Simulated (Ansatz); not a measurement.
Computed with Ansatz on PBE0-D4/def2-TZVP structures; ΔE is electronic, products minus reactants. CCSD(T)/CBS adds triple-zeta CCSD(T) − MP2 to the extrapolated MP2 energy (def2 sets, frozen cores). This one scheme is used for every species, atoms too. Functionals use def2-TZVPP. Open shells (•) are unrestricted, without spin–orbit coupling. Spin–orbit coupling would lower the free atoms: a little for Cl. For Br outer-core shells are correlated without core-valence functions, so the limit isn't a true one: a few kJ/mol of doubt a bond, and 10 to 20 or more in all where bonds break to atoms. Scalar relativity is left out up to krypton.

Consider the homolysis of the Al–Cl bond: `[F][Al]([Cl])[Br]` → `[F][Al][Br]`• + Cl•.

`[F][Al]([Cl])[Br]`:

```xyz
4

F    -1.611    0.160   -0.655
Al   -0.093    0.012   -0.071
Cl    1.492    0.000   -1.396
Br    0.212   -0.172    2.121
```

`[F][Al][Br]`•:

```xyz
3

F    -0.269    1.158    1.080
Al    0.567   -0.077    0.379
Br   -0.297   -1.081   -1.459
```

Problem. What is ΔE at CCSD(T)/CBS? (Best estimate.)

Solution. The calculation gave: +495.2 kJ/mol.

Problem. What do these levels give: revPBE-D4, BHLYP, CAM-B3LYP, MP2/def2-TZVPP, SCS-MP2/def2-TZVPP, HF/def2-QZVPP? (An estimate is asked.)

Solution. Ansatz gave: revPBE-D4 461.5, BHLYP 461.1, CAM-B3LYP 469.6, MP2/def2-TZVPP 495.7, SCS-MP2/def2-TZVPP 486.3, HF/def2-QZVPP 378.7 kJ/mol.

Problem. What do rigid-rotor, harmonic-oscillator terms from PBE0-D4/def2-TZVP frequencies (298.15 K, 1 bar) make of the CCSD(T)/CBS value? (Best estimate.)

Solution. The calculation gave: ΔZPE = -5.9 kJ/mol, ΔH = +492.0 kJ/mol, ΔS = 135 J/(mol·K), ΔG = +451.7 kJ/mol. Open shells count their whole term as degenerate.

Largest T1 diagnostic among the species: 0.012.

From BLYP to BHLYP (50 % exact exchange), in def2-TZVPP and without D4, ΔE moves by +11.4 kJ/mol. In def2-TZVPP, CCSD(T) changes the Hartree–Fock value by +99.4 kJ/mol (the triples alone add +7.7 kJ/mol) and MP2 by +116.7 kJ/mol; breaking electron pairs costs correlation energy, which Hartree–Fock lacks. Leaving LDA and LC-ωPBE aside and taking each functional with its dispersion term where it has one, the values, not all of them listed here, spread over 37.6 kJ/mol, from BLYP-D4 to B97M-V. LDA lies +56.4 kJ/mol from PBE without D4, its usual overbinding.
